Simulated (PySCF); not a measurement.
HO3W, SMILES [O]=[W+](=[O])[OH], charge +1, multiplicity 1. Geometry optimised at PBE0-D3(BJ)/def2-SVP. The spin state was assumed, not searched. The isomer is the one that the SMILES or the coordinates give; other isomers of the formula were not compared. The def2 effective core potentials stand for the cores of W; spin–orbit coupling is left out. The values are those of a single conformer.

Method: PBE0-D3(BJ)/def2-SVP in PySCF 2.14.0.

Harmonic wavenumbers (cm⁻¹): 220, 268, 297, 401, 602, 853, 1053, 1104, 3800. Rotational constants (GHz): 6.765, 5.662, 4.061; symmetry number 1.

Problem. Work out the zero-point energy and the ideal-gas rigid-rotor harmonic-oscillator thermochemistry at 298.15 K and 1 atm.

Solution. ZPE = ½ Σ hcν = ½ × 8597 cm⁻¹ = 12.29 kcal/mol. H − E(el) = 15.92 kcal/mol. Entropy in cal/(mol K): translation 42.24, rotation 25.14, vibration 6.72, total 74.09. G − E(el) = -6.17 kcal/mol. Cp = 16.83 cal/(mol K).
